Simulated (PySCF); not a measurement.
Be(NH2)(SMe) (CH₅BeNS), SMILES C[S][Be][NH2].

The structure is a stationary point at PBE0-D3(BJ)/def2-SVP. The values are those of a single conformer.

All values below come from PySCF with PBE0-D3(BJ)/def2-SVP.

Frequencies are harmonic and unscaled.

```
mode  ν (cm⁻¹)  IR (km/mol)  moving atoms (share of kinetic energy)
----  --------  -----------  --------------------------------------
1           53          0.2                                  H 97 %
2          116          1.0          C 36 %, H 24 %, N 20 %, S 14 %
3          240          2.5                         Be 61 %, H 32 %
4          250          0.2                                  H 95 %
5          361          0.6                         Be 69 %, H 18 %
6          473        196.3                  H 65 %, N 24 %, Be 9 %
7          490         13.4         N 41 %, S 39 %, H 10 %, Be 10 %
8          663         72.1                 H 63 %, Be 19 %, N 18 %
9          724          4.3                   C 59 %, S 31 %, H 9 %
10         957          8.8                          H 84 %, C 14 %
11         974          7.5                          H 82 %, C 15 %
12        1315        202.1                 Be 54 %, H 31 %, N 10 %
13        1343         31.9                 H 67 %, Be 19 %, C 10 %
14        1454          8.6                                  H 96 %
15        1458          6.8                                  H 95 %
16        1539        124.5                          H 83 %, N 14 %
17        3072         24.2                                  H 98 %
18        3186          2.0                          H 90 %, C 10 %
19        3186          2.6                          H 90 %, C 10 %
20        3620         59.6                                  H 95 %
21        3702         40.0                           H 92 %, N 8 %
```
